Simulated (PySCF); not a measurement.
C6H8S.
Numbering: `[CH2:1]=[CH:2][C:3](=[CH2:4])[C:5]([CH3:6])=[S:7]` (hydrogens: H8, H9 on C1; H10 on C2; H11, H12 on C4; H13, H14, H15 on C6)

Level: PBE0/pcSseg-1 and wB97X-D/def2-SVPD in PySCF, non-relativistic, on one gas-phase PBE0-D3(BJ)/def2-SVP geometry that isn't relaxed in the solvent. The solvent is an IEF-PCM continuum (cavity from Bondi-type radii × 1.2). The model holds no explicit solvent molecules, cavitation or dispersion.

Gas phase at PBE0/pcSseg-1: HOMO -6.35 eV, LUMO -2.26 eV, dipole 2.60 D.

**Question.** What does the continuum do to the energy, the frontier levels and the dipole at PBE0/pcSseg-1 in benzene and water?

**Answer.** 
```tsv
solvent	ε	E(solvent) − E(gas) (kcal/mol)	polarisation term (kcal/mol)	distortion of the solute (kcal/mol)	HOMO (eV)	LUMO (eV)	dipole (D)
benzene	2.271	-2.11	-2.31	0.20	-6.43	-2.27	3.15
water	78.36	-5.15	-6.44	1.29	-6.60	-2.33	4.01
```

The polarisation term is half the interaction of the solute with the surface charges that it induces; the rest is the cost of distorting the solute's density. The sum is the electrostatic part of solvation alone. From benzene to water the lowering changes by a factor 2.44, Onsager's factor (ε − 1)/(2ε + 1) by 2.14 and ε itself by 34.5.

**Question.** Which radius a makes the point-dipole formula ΔE = −[(ε − 1)/(2ε + 1)]·μ²/a³ give the value in water, with the gas-phase dipole?

**Answer.** μ = 1.023 au and |ΔE| = 0.00821 Eh give a = 2.10 Å; the farthest nucleus lies 3.46 Å from the centroid of the nuclei, so such a sphere wouldn't even hold the nuclei. The formula assumes a rigid point dipole at the centre of a sphere.

**Question.** Which Hirshfeld charges (PBE0/pcSseg-1) respond most in benzene (means over atoms taken as equivalent)?

**Answer.** 
```tsv
atoms	environment	gas (e)	solvent (e)	change
S7	thiocarbonyl sulfur	-0.103	-0.127	-0.024
H11	vinylic hydrogen	+0.050	+0.054	+0.004
C4	terminal =CH2 carbon	-0.084	-0.080	+0.004
H12	vinylic hydrogen	+0.053	+0.057	+0.004
C1	terminal =CH2 carbon	-0.093	-0.098	-0.005
C5	thiocarbonyl carbon	+0.060	+0.064	+0.004
```

**Question.** How do the nuclear quadrupole coupling constants eQVzz/h respond in benzene?

**Answer.** 
```json
{"nucleus": "33S at S7", "Q (barn)": "-0.06781", "gas (MHz)": "48.25", "solvent (MHz)": "46.92", "η gas": "0.20", "η solvent": "0.17"}
```

Gas phase at wB97X-D/def2-SVPD: HOMO -8.23 eV, LUMO -0.59 eV, dipole 2.70 D.

**Question.** What does the continuum do to the energy, the frontier levels and the dipole at wB97X-D/def2-SVPD in benzene and water?

**Answer.** 
| solvent | ε | E(solvent) − E(gas) (kcal/mol) | polarisation term (kcal/mol) | distortion of the solute (kcal/mol) | HOMO (eV) | LUMO (eV) | dipole (D) |
| --- | --- | --- | --- | --- | --- | --- | --- |
| benzene | 2.271 | -2.17 | -2.41 | 0.24 | -8.31 | -0.60 | 3.30 |
| water | 78.36 | -5.33 | -6.84 | 1.51 | -8.48 | -0.66 | 4.26 |

**Question.** How does the static polarisability (wB97X-D/def2-SVPD, frozen core, with the continuum's full static response) change?

**Answer.** 
```json
{"medium": "gas", "isotropic (au)": "97.1", "principal values (au)": "74.1, 95.4, 121.8", "⟨r²⟩ of the electrons (bohr²)": "962.7"}
{"medium": "benzene", "isotropic (au)": "114.3", "principal values (au)": "85.9, 109.0, 148.0", "⟨r²⟩ of the electrons (bohr²)": "962.3"}
{"medium": "water", "isotropic (au)": "143.4", "principal values (au)": "109.3, 129.5, 191.4", "⟨r²⟩ of the electrons (bohr²)": "961.7"}
```

The isotropic value in water is 1.48 times the gas-phase one; no cavity-field correction is applied. ⟨r²⟩ is taken about the centre of nuclear charge.

Hardware: one thread, x86-64 server, no GPU (shared host). Cost: 15 s. This is the whole shielding run at PBE0/pcSseg-1 in water, SCF included.

Conformer computed: `[CH2:1]=[CH:2][C:3](=[CH2:4])[C:5]([CH3:6])=[S:7]`: C1–C2–C3–C4 176°, C2–C3–C5–C6 127°.

The pairwise dispersion term of wB97X-D wasn't added to the energies; at a given geometry it leaves orbitals and properties as they are.
